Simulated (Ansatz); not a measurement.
Reaction (formal exchange of groups at a B–O bond): `OBO` + `[OH][GaH][GeH3]` → `O[BH][GaH][GeH3]` + `OO`

Program: Ansatz. Geometries: PBE0-D4/def2-TZVP. ΔE: electronic, gas phase. CBS: MP2 limit from def2 TZ/QZ plus the TZ coupled-cluster correction, frozen cores. This one scheme is used for every species. Functionals use def2-TZVPP. For Ga, Ge outer-core shells are correlated without core-valence functions, which leaves a few kJ/mol of doubt a bond. Scalar relativity is left out up to krypton. Each species was taken in one conformer, which may not be the lowest.

`OBO`:

Cartesian coordinates in Å:
```
O -0.939 0.230 0.510
B 0.289 0.188 -0.082
O 0.723 -0.973 -0.624
H -1.158 1.093 0.864
H 1.003 1.147 -0.141
H 0.081 -1.684 -0.528
```

`[OH][GaH][GeH3]`:

Cartesian coordinates in Å:
```
O -1.228 0.654 -1.917
Ga -0.995 0.687 -0.142
Ge 0.896 -0.543 0.797
H -0.574 0.137 -2.392
H -2.078 1.535 0.597
H 0.417 -1.621 1.788
H 1.841 0.398 1.566
H 1.721 -1.246 -0.296
```

`O[BH][GaH][GeH3]`:

Cartesian coordinates in Å:
```
O 0.384 0.946 -2.502
B 0.257 -0.237 -1.858
Ga 0.857 -0.375 0.149
Ge -0.654 0.104 2.026
H 0.069 0.930 -3.411
H -0.225 -1.172 -2.454
H 2.298 -0.845 0.592
H -2.079 0.515 1.601
H -0.104 1.252 2.900
H -0.803 -1.118 2.958
```

`OO`:

Z-matrix (Å, degrees):
```
O
O 1 1.426
H 1 0.965 2 101.1
H 2 0.965 1 101.1 3 113.4
```

```
           species  ωB97M-V energy (Eh)
             `OBO`           -177.22515
 `[OH][GaH][GeH3]`          -4079.88919
`O[BH][GaH][GeH3]`          -4105.32741
              `OO`           -151.57112
```

Problem. Work out ΔE.

Solution. ΔE = (-4105.32741) + (-151.57112) − (-177.22515) − (-4079.88919) = 0.21581 Eh = +135.4 kcal/mol. CCSD(T)/CBS gives +137.3 kcal/mol.

Largest T1 diagnostic among the species: 0.014.

From PBE to PBE0 (25 % exact exchange), in def2-TZVPP and without D4, ΔE moves by +4.1 kcal/mol. In def2-TZVPP, CCSD(T) changes the Hartree–Fock value by −7.3 kcal/mol (the triples alone add −1.0 kcal/mol) and MP2 by −0.8 kcal/mol.
